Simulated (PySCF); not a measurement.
**Pt (platinum, neutral) across methods**

[Xe] 4f14 5d9 6p1, one real determinant (an excited configuration). Calculation: PySCF 2.14, in x2c-TZVPPall with one added diffuse shell each of s, p, d, f type (12s8p8d4f1g, 113 functions); scalar relativity by spin-free X2C-1e.

```tsv
method	E (hartree)	mean ε 5d α (eV)	mean ε 5d β (eV)	mean ε 6p α (eV)	Σ⟨r²⟩ (bohr²)	⟨S²⟩
PBE0	-18415.39	-9.867	-9.161	-2.765	72.72	2.001
UHF	-18409.99213	-13.950	-13.043	-3.763	76.24	2.002
PBE	-18415.63	-8.286	-7.637	-2.283	72.75	2.000
r2SCAN	-18415.67	-8.474	-7.794	-2.401	71.43	2.002
```

(1) Estimate the same row for LDA.

⟨L²⟩ = 8.15 against 12 for a pure F term, so this real determinant mixes terms. Spin-orbit coupling, absent here, splits the open shell strongly.

## Answers

(1) E (hartree) = -18404.24; mean ε 5d α (eV) = -8.482; mean ε 5d β (eV) = -7.845; mean ε 6p α (eV) = -2.345; Σ⟨r²⟩ (bohr²) = 72.00; ⟨S²⟩ = 2.000.
